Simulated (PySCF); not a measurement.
# Working out the ionisation energy of Nb⁺

Nb⁺ [Kr] 4d4 (5D) → Nb²⁺ [Kr] 4d3 (4F). Computed with PySCF 2.14 in ANO-RCC-VTZP, with scalar relativity by spin-free X2C-1e. Frozen: [Ar] 3d10. Energies in hartree (1 hartree = 27.21139 eV):

| part | Nb⁺ (lower) | Nb²⁺ (upper) |
| --- | --- | --- |
| UHF | -3816.908206 | -3816.426937 |
| MP2 opposite-spin | -0.200740 | -0.187101 |
| MP2 same-spin | -0.102726 | -0.078095 |

Problem. What does Hartree-Fock give?

Solution. (-3816.426937) − (-3816.908206) = 0.481269 hartree = 13.096 eV.

Problem. What do MP2 and SCS-MP2 (6/5 opposite-spin, 1/3 same-spin) give?

Solution. The opposite-spin parts differ by 0.371 eV and the same-spin parts by 0.670 eV. MP2: 13.096 + (0.371) + (0.670) = 14.137 eV. SCS-MP2: 13.096 + 1.2 × (0.371) + (0.670)/3 = 13.765 eV.

A first-order spin-orbit estimate adds -0.053 eV to MP2 (valence and next inner shell), giving 14.084 eV against 14.32 eV (semi-empirical (NIST evaluation); NIST Atomic Spectra Database, ionization energies).

What remains against the reference includes basis incompleteness, the frozen core and correlation beyond second order.
